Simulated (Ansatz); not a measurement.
Molecule: boron oxyfluoride, sum formula BOF, net charge 0, singlet state. 
Geometry from a B3LYP-D3(BJ)/def2-TZVP (Ansatz, a quantum-chemistry and plane-wave program) optimisation:
```
B
O 1 1.2071
F 1 1.2860 2 180.00
```

Computed values are from Ansatz. Valence correlation only, unless marked. Open shells are spin-unrestricted. Spin-orbit coupling is left out. No relativistic terms. Basis-set limits of correlation are two-point, X^-3; Hartree-Fock from the larger set. [CCSD(T)-MP2]/basis is that difference in the basis named.

- atomisation energy De: 357.0 kcal/mol at CCSD(T)/CBS(aug-cc-pVTZ,aug-cc-pVQZ)
- vertical ionisation energy (to the doublet): 13.66 eV at RI-MP2/CBS(aug-cc-pVTZ,aug-cc-pVQZ)+[CCSD(T)-MP2]/aug-cc-pVTZ
- total energy: -199.8409 Eh at CCSD(T)/CBS(aug-cc-pVTZ,aug-cc-pVQZ)
- dipole moment: 2.06 D at CCSD(T)/aug-cc-pVDZ
- T1 diagnostic: 0.015 at CCSD/aug-cc-pVQZ
- measured enthalpy of formation, 298 K: -145.1 kcal/mol (CRC Handbook, as tabulated in the package chemicals; older table, unchecked)
